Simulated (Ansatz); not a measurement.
Consider the substitution at a C–O bond: `OC(F)([SiH3])Cl` + HCl → `FC([SiH3])(Cl)Cl` + H₂O.

Calculated with Ansatz (gas phase, PBE0-D4/def2-TZVP geometries, no zero-point term in ΔE). CCSD(T)/CBS is the MP2 limit (def2-TZVPP, def2-QZVPP) plus CCSD(T) − MP2 in def2-TZVPP, frozen cores. This one scheme is used for every species. One conformer a species, not always the lowest.

```csv
species,CCSD(T)/CBS(def2) energy (Eh)
`OC(F)([SiH3])Cl`,-964.26424
HCl,-460.38127
`FC([SiH3])(Cl)Cl`,-1348.25786
H₂O,-76.37941
```

(1) Work out ΔE.

Largest T1 diagnostic among the species: 0.012.

## Answers

(1) ΔE = (-1348.25786) + (-76.37941) − (-964.26424) − (-460.38127) = 0.00824 Eh = +5.2 kcal/mol.

The D4 term adds −1.1 kcal/mol with B3LYP and −0.5 kcal/mol with PBE0; it sums over pairs of atoms, weighted by their polarisabilities, and B3LYP, whose exchange is more repulsive, gets the larger term. From BLYP to BHLYP (50 % exact exchange), in def2-TZVPP and without D4, ΔE moves by +1.6 kcal/mol. At CCSD(T), def2-SVP lies +7.4 kcal/mol from the extrapolated value and def2-TZVPP +1.9 kcal/mol.

B3LYP here is the variant with VWN-RPA as its local correlation; programs differ in this.
